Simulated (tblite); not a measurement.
A geometry optimisation, step by step.

Compound: C₄H₂F₃S (doublet state).
Bonds: C1–C2, C2–S3 (double), C2–C4, C4–F5, C4–C6 (double), C6–F7, C6–F8. Hydrogens: H9, H10 on C1.
Bond orders are those of one Lewis drawing.

Computed with GFN2-xTB (tblite), gas phase: L-BFGS steps from a force-field or distance-geometry start until the largest atomic force falls under 0.01 eV/Å. 13 of its 25 geometries are shown.

Step 0: E = -732.1866 eV, largest atomic force 4.471 eV/Å
```
atom  x, y, z in Å  |  force x, y, z in eV/Å
C1     -1.881    0.239    0.112    2.748  -1.310  -1.488
C2     -0.624   -0.285   -0.455   -2.748   2.237   2.726
S3     -0.655   -1.316   -1.781    0.226   0.001  -0.003
C4      0.599    0.182    0.282   -1.466  -0.319  -0.453
F5      0.348    0.996    1.345    0.277  -0.414  -0.584
C6      1.868   -0.132    0.024    0.515   0.153   0.188
F7      2.844    0.393    0.807   -0.385  -0.872  -1.143
F8      2.234   -0.936   -0.987    0.230   0.807   1.063
H9     -2.827   -0.035   -0.345    0.455   0.044   0.112
H10    -1.898    0.899    0.976    0.149  -0.327  -0.419
```

Step 2: E = -732.6051 eV, largest atomic force 1.098 eV/Å
```
atom  x, y, z in Å  |  force x, y, z in eV/Å
C1     -1.838    0.219    0.088   -0.902   0.429   0.457
C2     -0.677   -0.238   -0.397    0.586  -0.281  -0.251
S3     -0.648   -1.312   -1.776    0.141   0.332   0.418
C4      0.576    0.171    0.268   -0.772   0.142   0.183
F5      0.356    0.986    1.331    0.170  -0.057  -0.108
C6      1.853   -0.124    0.031   -0.009  -0.120  -0.194
F7      2.839    0.369    0.776   -0.088  -0.386  -0.491
F8      2.245   -0.916   -0.960    0.265   0.307   0.413
H9     -2.805   -0.034   -0.340    0.455  -0.052  -0.019
H10    -1.892    0.884    0.955    0.154  -0.314  -0.408
```

Step 4: E = -732.6545 eV, largest atomic force 0.278 eV/Å
```
atom  x, y, z in Å  |  force x, y, z in eV/Å
C1     -1.849    0.224    0.093    0.051  -0.055  -0.069
C2     -0.677   -0.237   -0.393   -0.062  -0.079  -0.068
S3     -0.641   -1.299   -1.759    0.129   0.122   0.151
C4      0.558    0.171    0.270   -0.098   0.060   0.115
F5      0.363    0.985    1.328    0.007   0.150   0.164
C6      1.837   -0.124    0.028   -0.066  -0.055  -0.092
F7      2.837    0.352    0.754   -0.031  -0.124  -0.155
F8      2.258   -0.904   -0.944    0.160  -0.035  -0.043
H9     -2.790   -0.037   -0.342   -0.123  -0.145  -0.203
H10    -1.885    0.874    0.942    0.034   0.159   0.201
```

Step 6: E = -732.6654 eV, largest atomic force 0.231 eV/Å
```
atom  x, y, z in Å  |  force x, y, z in eV/Å
C1     -1.853    0.224    0.092   -0.094   0.016   0.019
C2     -0.680   -0.239   -0.392   -0.038   0.128   0.188
S3     -0.632   -1.290   -1.749    0.124  -0.062  -0.081
C4      0.550    0.173    0.276    0.016   0.029   0.061
F5      0.365    0.992    1.335    0.008   0.052   0.048
C6      1.827   -0.126    0.023    0.071  -0.049  -0.052
F7      2.835    0.341    0.741   -0.016  -0.015  -0.019
F8      2.269   -0.904   -0.943   -0.037  -0.054  -0.086
H9     -2.791   -0.045   -0.353   -0.012  -0.056  -0.080
H10    -1.882    0.878    0.947   -0.021   0.011   0.002
```

Step 8: E = -732.6701 eV, largest atomic force 0.140 eV/Å
```
atom  x, y, z in Å  |  force x, y, z in eV/Å
C1     -1.861    0.226    0.094    0.000  -0.010  -0.001
C2     -0.683   -0.233   -0.382   -0.005   0.005   0.018
S3     -0.618   -1.289   -1.747    0.084   0.054   0.072
C4      0.550    0.176    0.283    0.005  -0.002   0.000
F5      0.367    0.999    1.342    0.068  -0.021  -0.027
C6      1.824   -0.130    0.017    0.036  -0.006   0.008
F7      2.834    0.335    0.734    0.025   0.007   0.010
F8      2.272   -0.907   -0.948   -0.136  -0.009  -0.033
H9     -2.792   -0.053   -0.364    0.025   0.003   0.001
H10    -1.883    0.881    0.950   -0.102  -0.022  -0.048
```

Step 10: E = -732.6748 eV, largest atomic force 0.151 eV/Å
```
atom  x, y, z in Å  |  force x, y, z in eV/Å
C1     -1.870    0.226    0.095    0.140  -0.042  -0.037
C2     -0.686   -0.227   -0.369    0.061  -0.080  -0.106
S3     -0.595   -1.282   -1.738    0.011   0.074   0.102
C4      0.552    0.178    0.289   -0.024   0.009  -0.002
F5      0.378    1.004    1.346    0.069  -0.016  -0.005
C6      1.824   -0.134    0.013   -0.047   0.025   0.034
F7      2.836    0.330    0.728    0.035  -0.042  -0.056
F8      2.257   -0.913   -0.960   -0.096   0.044   0.052
H9     -2.792   -0.061   -0.375   -0.018   0.009   0.009
H10    -1.897    0.881    0.947   -0.132   0.017   0.009
```

Step 12: E = -732.6788 eV, largest atomic force 0.103 eV/Å
```
atom  x, y, z in Å  |  force x, y, z in eV/Å
C1     -1.873    0.224    0.094    0.071  -0.013  -0.018
C2     -0.683   -0.223   -0.361    0.053  -0.018  -0.042
S3     -0.570   -1.272   -1.724   -0.044  -0.044  -0.050
C4      0.554    0.181    0.295   -0.007   0.045   0.040
F5      0.392    1.009    1.351    0.001   0.032   0.062
C6      1.822   -0.137    0.011   -0.035   0.023   0.020
F7      2.841    0.323    0.719    0.043  -0.057  -0.074
F8      2.236   -0.916   -0.968   -0.011   0.025   0.046
H9     -2.790   -0.067   -0.385    0.007   0.003   0.009
H10    -1.919    0.882    0.944   -0.078   0.004   0.007
```

Step 14: E = -732.6808 eV, largest atomic force 0.104 eV/Å
```
atom  x, y, z in Å  |  force x, y, z in eV/Å
C1     -1.870    0.222    0.093   -0.044   0.015   0.003
C2     -0.679   -0.223   -0.360   -0.006   0.045   0.035
S3     -0.564   -1.270   -1.722   -0.042  -0.061  -0.073
C4      0.554    0.185    0.300    0.014   0.038   0.038
F5      0.398    1.012    1.356   -0.047   0.035   0.059
C6      1.819   -0.136    0.013    0.026   0.008   0.004
F7      2.846    0.317    0.711    0.056  -0.019  -0.022
F8      2.226   -0.915   -0.968    0.000  -0.021  -0.013
H9     -2.788   -0.069   -0.387    0.042  -0.012  -0.004
H10    -1.934    0.882    0.942   -0.001  -0.028  -0.026
```

Step 16: E = -732.6821 eV, largest atomic force 0.050 eV/Å
```
atom  x, y, z in Å  |  force x, y, z in eV/Å
C1     -1.869    0.221    0.091   -0.030   0.006  -0.006
C2     -0.676   -0.221   -0.359   -0.013   0.028   0.019
S3     -0.562   -1.272   -1.724   -0.037   0.019   0.028
C4      0.555    0.190    0.306    0.017   0.006   0.002
F5      0.399    1.016    1.363   -0.044  -0.005   0.001
C6      1.818   -0.135    0.014    0.033   0.008   0.006
F7      2.854    0.311    0.704    0.047   0.002   0.006
F8      2.219   -0.916   -0.968   -0.025  -0.015  -0.013
H9     -2.784   -0.071   -0.390    0.017  -0.028  -0.030
H10    -1.944    0.881    0.940    0.035  -0.020  -0.014
```

Step 18: E = -732.6828 eV, largest atomic force 0.085 eV/Å
```
atom  x, y, z in Å  |  force x, y, z in eV/Å
C1     -1.871    0.221    0.090    0.029  -0.008  -0.012
C2     -0.675   -0.218   -0.356    0.020  -0.009  -0.016
S3     -0.564   -1.272   -1.723   -0.028   0.049   0.064
C4      0.557    0.194    0.310    0.006  -0.009  -0.015
F5      0.397    1.019    1.368   -0.014  -0.025  -0.029
C6      1.820   -0.133    0.015    0.000   0.010   0.011
F7      2.861    0.307    0.699    0.012  -0.004  -0.004
F8      2.213   -0.918   -0.970   -0.030   0.012   0.017
H9     -2.782   -0.076   -0.394   -0.013  -0.028  -0.036
H10    -1.947    0.879    0.938    0.018   0.011   0.020
```

Step 20: E = -732.6833 eV, largest atomic force 0.023 eV/Å
```
atom  x, y, z in Å  |  force x, y, z in eV/Å
C1     -1.871    0.221    0.089    0.023  -0.001   0.003
C2     -0.674   -0.215   -0.355    0.015  -0.010  -0.009
S3     -0.567   -1.269   -1.719   -0.005   0.008   0.009
C4      0.558    0.196    0.312   -0.004  -0.004  -0.005
F5      0.394    1.019    1.370    0.005  -0.007  -0.011
C6      1.822   -0.132    0.016   -0.013   0.002   0.004
F7      2.868    0.305    0.696   -0.014  -0.002  -0.004
F8      2.206   -0.918   -0.970   -0.012   0.010   0.010
H9     -2.780   -0.080   -0.399    0.006  -0.010  -0.014
H10    -1.949    0.878    0.938   -0.001   0.014   0.018
```

Step 22: E = -732.6834 eV, largest atomic force 0.019 eV/Å
```
atom  x, y, z in Å  |  force x, y, z in eV/Å
C1     -1.870    0.221    0.089    0.000   0.004   0.006
C2     -0.673   -0.215   -0.355   -0.002   0.000   0.003
S3     -0.568   -1.269   -1.718   -0.001  -0.006  -0.009
C4      0.558    0.196    0.311   -0.003   0.001   0.001
F5      0.394    1.019    1.369    0.000   0.003   0.002
C6      1.821   -0.132    0.016   -0.003  -0.002  -0.001
F7      2.868    0.305    0.696   -0.007   0.003   0.003
F8      2.205   -0.918   -0.969   -0.004  -0.001  -0.005
H9     -2.779   -0.081   -0.400    0.018  -0.003  -0.004
H10    -1.948    0.878    0.938    0.002   0.002   0.002
```

Step 24: E = -732.6834 eV, largest atomic force 0.009 eV/Å
```
atom  x, y, z in Å  |  force x, y, z in eV/Å
C1     -1.869    0.222    0.089   -0.005   0.001   0.002
C2     -0.673   -0.215   -0.355   -0.004   0.002   0.004
S3     -0.568   -1.269   -1.719   -0.001  -0.002  -0.003
C4      0.558    0.196    0.311    0.000   0.001   0.003
F5      0.394    1.019    1.369   -0.002   0.005   0.004
C6      1.821   -0.132    0.017    0.002  -0.002  -0.002
F7      2.867    0.305    0.696   -0.001   0.003   0.004
F8      2.205   -0.918   -0.969    0.000  -0.004  -0.006
H9     -2.777   -0.081   -0.401    0.009   0.001   0.001
H10    -1.948    0.879    0.939    0.003  -0.004  -0.005
```

Task: Summarise the path.

Result: The energy falls by 47.93 kJ/mol from step 0 to step 24; nine tenths of that is first reached at step 3. It falls at every step. The largest force goes from 4.471 to 0.009 eV/Å. Among the bonds C1–C2 changes most, from 1.475 to 1.349 Å; the atoms move by 0.086 Å rms after alignment.

Task: Follow the three bonds and two angles with the largest change from start to end.

Result: 
```
step  E above end (kJ/mol)  largest force (eV/Å)  C1–C2 (Å)  C2=S3 (Å)  C2–C4 (Å)  S3–C2–C4 (°)  F7–C6–F8 (°)
   0                 47.93                 4.471      1.475      1.680      1.502         126.4         118.0
   1                 14.82                 1.470      1.368      1.730      1.484         122.7         117.6
   2                  7.55                 1.098      1.339      1.748      1.476         120.8         114.9
   3                  3.89                 0.467      1.348      1.744      1.457         120.7         113.2
   4                  2.79                 0.278      1.350      1.731      1.459         120.8         112.1
   5                  2.00                 0.225      1.350      1.717      1.460         120.8         110.9
   6                  1.74                 0.231      1.350      1.717      1.460         120.7         110.6
   7                  1.39                 0.144      1.350      1.724      1.460         120.2         110.2
   8                  1.29                 0.140      1.350      1.727      1.460         120.0         110.2
   9                  1.07                 0.153      1.350      1.730      1.460         119.4         110.5
  10                  0.84                 0.151      1.350      1.731      1.460         118.8         110.8
  11                  0.60                 0.138      1.350      1.728      1.459         118.2         111.1
  13                  0.34                 0.120      1.349      1.722      1.457         118.0         111.0
  14                  0.25                 0.104      1.349      1.722      1.457         118.2         110.8
  15                  0.18                 0.062      1.350      1.725      1.457         118.4         110.6
  16                  0.13                 0.050      1.350      1.727      1.458         118.5         110.6
  17                  0.10                 0.079      1.349      1.729      1.459         118.5         110.5
  18                  0.06                 0.085      1.349      1.730      1.460         118.5         110.5
  19                  0.03                 0.056      1.349      1.729      1.460         118.6         110.5
  20                  0.01                 0.023      1.349      1.727      1.460         118.7         110.5
  21                  0.00                 0.018      1.349      1.726      1.460         118.7         110.5
  22                  0.00                 0.019      1.349      1.726      1.459         118.8         110.5
  23                  0.00                 0.016      1.349      1.726      1.459         118.8         110.5
  24                  0.00                 0.009      1.349      1.726      1.459         118.8         110.5
```

The cost below is that of the whole relaxation. The run took 0.44 s of wall time on an Intel Xeon at 2.50 GHz with one thread, no GPU, shared host with 64 logical CPUs at a one-minute load of 58.
